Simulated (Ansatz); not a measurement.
CH₆BrSi (charge -1), singlet: a pair in one relaxed arrangement.

The input file, in.yaml:

```yaml
crystal:
  periodic: [false, false, false]
  atoms:
    - {symbol: Br, position_ang: [-0.463185, 0.744110, -2.962413]}
    - {symbol: C, position_ang: [0.573762, 0.755950, 0.496996]}
    - {symbol: Si, position_ang: [-0.398864, -0.813443, 0.199290]}
    - {symbol: H, position_ang: [1.592403, 0.521744, 0.819380]}
    - {symbol: H, position_ang: [0.097751, 1.362289, 1.272996]}
    - {symbol: H, position_ang: [0.604607, 1.315736, -0.440871]}
    - {symbol: H, position_ang: [0.245124, -1.745514, -0.758271]}
    - {symbol: H, position_ang: [-1.823753, -0.579921, -0.140818]}
    - {symbol: H, position_ang: [-0.427746, -1.561053, 1.513808]}
basis:
  gaussian: {orbitals: def2-SVP}
total_charge: -1
correlation: {method: ccsd_t}
```

Command:

```bash
ansatz run in.yaml --threads 4 --pin off --events-out ev --progress --plain --max-ram 9574MiB
```

What Ansatz 0.2.0 printed:

```
Functional definition: HF
  name "HF"
  cite "Fock, Z. Phys. 61, 126 (1930) doi:10.1007/BF01340294"
  parent pbe
  exchange = exact_x
  correlation = 0
931 factors; integrals over basis functions are off by at most 1.2e-3 eV
mean field evaluation 1: about -78975.0830 eV, gradient 1.9e1 eV
mean field evaluation 2: about -78975.1000 eV, gradient 1.9e1 eV
mean field evaluation 4: about -78976.5444 eV, gradient 2.3e0 eV
mean field evaluation 8: about -78976.5560 eV, gradient 8.0e-2 eV
mean field evaluation 16: about -78976.5354 eV, gradient 3.8e-1 eV
mean field -78976.55605008 eV, -2902.3349026081 hartree, gradient 3.4e-6 eV, S^2 0.000000; 0 other end points of the search recorded, 0 dependent functions left out
15 core orbitals not correlated: weight in the atoms' cores, before any rotation towards them, 1.000 or more for the frozen orbitals, at most 0.000 for the correlated occupied ones
reference -78976.55605008 eV, -2902.3349026081 hartree; 16, 16 occupied and 63, 63 virtual orbitals, 931 factors
second order -13.44394314 eV of doubles, -0.00000000 eV of singles
cycle   1  -14.20563608 eV  change   -7.6e-1 eV  update   7.0e-2
cycle   2  -14.58788090 eV  change   -3.8e-1 eV  update   2.1e-2
cycle   3  -14.60478462 eV  change   -1.7e-2 eV  update   6.5e-3
cycle   4  -14.60395841 eV  change    8.3e-4 eV  update   2.0e-3
cycle   5  -14.60432371 eV  change   -3.7e-4 eV  update   6.5e-4
cycle   6  -14.60402274 eV  change    3.0e-4 eV  update   2.0e-4
cycle   7  -14.60394629 eV  change    7.6e-5 eV  update   6.2e-5
cycle   8  -14.60396385 eV  change   -1.8e-5 eV  update   2.2e-5
perturbative correction -0.29774460 eV, -0.0109419123 hartree
Total energy: -78991.45775853 eV, -2902.8825302929 hartree
```

The lines “mean field evaluation” count trial sets of orbitals through the whole run, from several starts and some on an approximate energy, so they need not fall steadily or lie above the final value.

Hardware: 4 CPU threads of an Arm Neoverse V2, shared host. Wall time about 2 s.
